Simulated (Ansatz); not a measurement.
Reaction (ligand exchange at the Si–S bond): `NC[SiH2]S[SiH3]` + CH₃OH → `CO[SiH2]CN` + `[SiH3]S`

Isolated molecules relaxed with PBE0-D4/def2-TZVP in Ansatz; ΔE leaves out vibrations. CCSD(T)/CBS adds triple-zeta CCSD(T) − MP2 to the extrapolated MP2 energy (def2 sets, frozen cores). This one scheme is used for every species. Functionals use def2-TZVPP. B3LYP here is the variant with VWN-RPA as its local correlation; programs differ in this. Each species was taken in one conformer, which may not be the lowest.

```
          level  ΔE (eV)
        PBE0-D4    -0.15
           PBE0    -0.19
          B3LYP    -0.37
CCSD/def2-TZVPP    -0.35
```

Task: What does CCSD(T)/CBS give? (Best estimate.)

Result: Computed: -0.26 eV. The listed levels differ from it by 0.11, 0.07, -0.11, -0.09 eV.

Largest T1 diagnostic among the species: 0.011.

From PBE to PBE0 (25 % exact exchange), in def2-TZVPP and without D4, ΔE moves by −0.03 eV. In def2-TZVPP, CCSD(T) changes the Hartree–Fock value by +0.20 eV (the triples alone add +0.04 eV) and MP2 by +0.25 eV.
